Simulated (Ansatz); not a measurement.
`C[CH]([GaH2])O[SiH2][GeH3]`, relaxed with RKS PBE0-D4/def2-TZVP in the Gaussian-basis code of Ansatz from a GFN2-xTB geometry. The force threshold is 0.005 eV/Å; the program also tests the step.

Total charge 0; spin multiplicity 1.

Start:

```xyz
17

C     0.258    0.689   -1.642
C     0.570   -0.596   -0.904
Ga   -0.216   -2.338   -1.509
O    -0.554   -0.952    0.017
Si   -1.063    0.018    1.249
Ge    0.665    1.374    2.050
H    -0.662    0.567   -2.219
H     1.075    0.917   -2.325
H     0.129    1.534   -0.957
H     1.467   -0.483   -0.283
H    -1.434   -2.223   -2.473
H     0.123   -3.679   -0.799
H    -2.165    0.839    0.734
H    -1.536   -0.975    2.208
H     2.072    1.091    1.605
H     0.773    1.390    3.543
H     0.497    2.826    1.706
```

| step | energy (eV) | largest force (eV/Å) | largest move (Å) |
| --- | --- | --- | --- |
| 1 | -121053.9283 | 0.742 | 0.000 |
| 2 | -121054.1501 | 0.452 | 0.174 |
| 3 | -121054.1818 | 0.234 | 0.057 |
| 4 | -121054.1988 | 0.269 | 0.056 |
| 5 (rejected) | -121054.1469 | 1.052 | 0.200 |
| 6 | -121054.2117 | 0.059 | 0.099 |
| 7 | -121054.2137 | 0.035 | 0.031 |
| 8 | -121054.2173 | 0.074 | 0.130 |
| 9 | -121054.2183 | 0.102 | 0.072 |
| 10 | -121054.2212 | 0.053 | 0.037 |
| 11 | -121054.2231 | 0.069 | 0.070 |
| 13 | -121054.2273 | 0.123 | 0.061 |
| 15 | -121054.2334 | 0.185 | 0.128 |
| 17 | -121054.2404 | 0.162 | 0.110 |
| 19 | -121054.2462 | 0.146 | 0.137 |
| 21 | -121054.2504 | 0.034 | 0.049 |
| 23 | -121054.2519 | 0.082 | 0.137 |
| 25 | -121054.2529 | 0.018 | 0.011 |
| 27 | -121054.2536 | 0.027 | 0.042 |
| 29 | -121054.2541 | 0.012 | 0.026 |
| 31 | -121054.2545 | 0.035 | 0.041 |
| 33 | -121054.2547 | 0.016 | 0.008 |
| 35 | -121054.2548 | 0.005 | 0.015 |
| 37 | -121054.2549 | 0.003 | 0.005 |

End:

```xyz
17

C    -0.110    0.705   -1.796
C     0.313   -0.470   -0.956
Ga    0.093   -2.329   -1.614
O    -0.680   -0.795    0.061
Si   -1.078    0.165    1.350
Ge    0.861    1.203    2.274
H    -1.065    0.517   -2.293
H     0.641    0.896   -2.567
H    -0.210    1.622   -1.202
H     1.268   -0.271   -0.458
H    -1.071   -2.602   -2.631
H     0.924   -3.481   -0.951
H    -2.052    1.223    0.958
H    -1.729   -0.729    2.339
H     1.946    0.169    2.619
H     0.477    1.948    3.565
H     1.471    2.229    1.302
```

Hardware: 2 threads of an AMD EPYC 7R13 on a shared host and a share of an NVIDIA H100 80 GB. Wall time 89 s, peak host memory 1 GiB.
